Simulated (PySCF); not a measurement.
The third ionisation energy along the halogens

All values are computed (PySCF 2.14, energy differences of UHF-based or UKS calculations, no spin-orbit coupling). Values in eV. The last column holds reference values (NIST; (s) semi-empirical, (t) theoretical, else measured). Unmarked ones compare directly (S terms, centres of terms, or small fine structure); those marked * lie between the lowest fine-structure levels and include a spin-orbit shift.

```csv
element,configurations,UHF,PBE,MP2 (valence),SCS-MP2 (valence),CCSD (valence),CCSD(T) (valence),reference
"F (cc-pVDZ, non-relativistic)",[He] 2s2 2p3 → [He] 2s2 2p2,62.232,62.944,62.523,62.342,62.271,62.268,62.708 (s) *
"Br (cc-pVDZ-PP with ECP10MDF, ECP)",[Ar] 3d10 4s2 4p3 → [Ar] 3d10 4s2 4p2,34.613,35.018,34.968,34.848,34.918,34.920,34.871 ± 0.019 *
"I (cc-pVDZ-PP with ECP28MDF, ECP)",[Kr] 4d10 5s2 5p3 → [Kr] 4d10 5s2 5p2,29.805,30.261,30.095,29.996,30.059,30.061,29.57 ± 0.025 *
```

"Valence" correlates the outer s and p shells and, in groups 3 to 12 and the f block, the outer d or f shell, open or full, or the next shell where the ion has no valence electron left; the wider scheme adds the next inner shell.
